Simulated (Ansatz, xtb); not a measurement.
# Two isomers of Cl2H4Si3

Structure I: `[SiH3][Si@@H](Cl)[Si]Cl`, a singlet. Structure II: `Cl[Si][SiH2][SiH2]Cl`, a singlet. Both are isolated molecules in the gas phase, relaxed with r2SCAN-D4/def2-SVP; each stands in its lowest conformer found.

Task: Estimate E(II) − E(I) at the level CCSD(T)/def2-SVP + ΔMP2/def2-TZVPP.

Result: Calculated at CCSD(T)/def2-SVP + ΔMP2/def2-TZVPP: E(II) − E(I) = −5.60 kJ/mol, so structure II lies lower.

The same difference at several levels:

```tsv
level	geometry	E(II) − E(I) (kJ/mol)	departure from the last row (kJ/mol)	job, with rough time for the two
r2SCAN-D4/def2-SVP	r2SCAN-D4/def2-SVP	−14.76	−9.16	optimisation, 59 s
HF/def2-SVP	r2SCAN-D4/def2-SVP	+4.14	+9.74	part of the CCSD(T) run
MP2/def2-SVP	r2SCAN-D4/def2-SVP	−9.05	−3.45	part of the CCSD(T) run
CCSD(T)/def2-SVP	r2SCAN-D4/def2-SVP	−5.93	−0.33	single point
CCSD(T)/def2-SVP + ΔMP2/def2-TZVPP	r2SCAN-D4/def2-SVP	−5.60		single point, 20 s
```

As drawn, both hold the same kinds of bond in the same numbers.

HF/def2-SVP puts the two in the other order. The largest departure from CCSD(T)/def2-SVP + ΔMP2/def2-TZVPP is that of HF/def2-SVP, 9.74 kJ/mol. Levels run at GFN2-xTB geometries aren't shown. The last row adds to CCSD(T) the change of the MP2 difference between the two basis sets, here +0.33 kJ/mol.

With harmonic frequencies from r2SCAN-D4/def2-SVP (ideal gas, rigid rotor, one conformer each, 1000 K, 1 atm): on the last row, ΔE + ΔZPE = −4.15 kJ/mol. A mode under 50 cm⁻¹ makes harmonic enthalpies and free energies unreliable, so none is given.

The correlated steps freeze 25 core orbitals. Run with Ansatz 0.2.0; the last row on 2 threads of Intel(R) Xeon(R) 6975P-C (Granite Rapids) on a shared host.
